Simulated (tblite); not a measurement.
A tight-binding relaxation on `CC(C)[C@@H](C#N)C#[C][GeH3]`.

Computed with GFN2-xTB geometry optimisation, gas phase (tblite 0.8.0). Start geometry: from a force field or distance geometry. The input is one job of a driver script: a line of settings, then coordinates in Å.

Command:
```bash
OMP_NUM_THREADS=1 python probes_run.py task.json out
```

Input:
```
{"job": {"kind": "relax", "xc": "GFN2-xTB", "basis": "xTB"}, "charge": 0, "multiplicity": 1}
C     -1.264000    -0.310200    -1.555300
C     -1.541800    -0.483000    -0.058000
C     -1.963500     0.842700     0.580200
C     -0.329800    -1.089000     0.704400
C     -0.055000    -2.470400     0.270600
N      0.157200    -3.549900    -0.093400
C      0.892700    -0.285400     0.562900
C      1.895800     0.381800     0.449700
Ge     3.458800     1.421800     0.252600
H     -0.999500    -1.276800    -2.016800
H     -2.193600     0.060300    -2.061100
H     -0.459600     0.421300    -1.729400
H     -2.400600    -1.187400     0.068200
H     -2.887300     1.220000     0.074300
H     -1.178100     1.621100     0.474500
H     -2.203000     0.710400     1.667700
H     -0.573900    -1.146300     1.798400
H      3.273800     2.393700    -0.940700
H      3.695100     2.237800     1.556800
H      4.671200     0.498200    -0.008600
```

Output:
```
step      E/eV     max force
  0    -689.26231    2.092
  1    -689.28969    5.373
  2    -689.39713    0.793
  3    -689.42154    0.609
  4    -689.43276    1.124
  5    -689.44580    0.414
  6    -689.45078    0.223
  7    -689.45484    0.128
  8    -689.45618    0.132
  9    -689.45765    0.097
... (32 lines left out)
 42    -689.46814    0.037
 43    -689.46825    0.036
 44    -689.46839    0.038
 45    -689.46852    0.030
 46    -689.46861    0.018
 47    -689.46867    0.021
 48    -689.46872    0.021
 49    -689.46878    0.021
 50    -689.46882    0.016
 51    -689.46883    0.010
```

«max force» is the largest atomic force in eV/Å.

Q: From which step on does the largest force stay under 0.1 eV/Å, and how much energy is left to gain from there?

A: From step 9 (0.097 eV/Å), 11.2 meV above the end.

In short: energy lowered by 4.8 kcal/mol over 51 steps; largest atomic force 0.010 eV/Å at the end.

Q: Where do the atoms end?

A: 0.073 Å rms from the input after alignment:
```
atom  x, y, z in Å
C1    -1.2381   -0.3307   -1.5211
C2    -1.5559   -0.4860   -0.0374
C3    -1.9392    0.8539    0.5827
C4    -0.3458   -1.0894    0.7206
C5    -0.0528   -2.4193    0.2270
N6     0.1716   -3.4667   -0.1707
C7     0.8540   -0.2767    0.5825
C8     1.8490    0.3902    0.4475
Ge9    3.4135    1.4264    0.2342
H10   -0.9619   -1.2881   -1.9585
H11   -2.1074    0.0519   -2.0507
H12   -0.4121    0.3645   -1.6605
H13   -2.3923   -1.1861    0.0755
H14   -2.7899    1.2779    0.0545
H15   -1.1071    1.5525    0.5158
H16   -2.2114    0.7376    1.6301
H17   -0.5947   -1.1749    1.7877
H18    3.2142    2.3496   -0.9202
H19    3.6412    2.2111    1.4817
H20    4.5599    0.5129   -0.0238
```

On Arm Neoverse N1, one thread (shared host), this took 0.72 s.
Labels such as C1 count atoms from 1, the log's own numbers from 0.
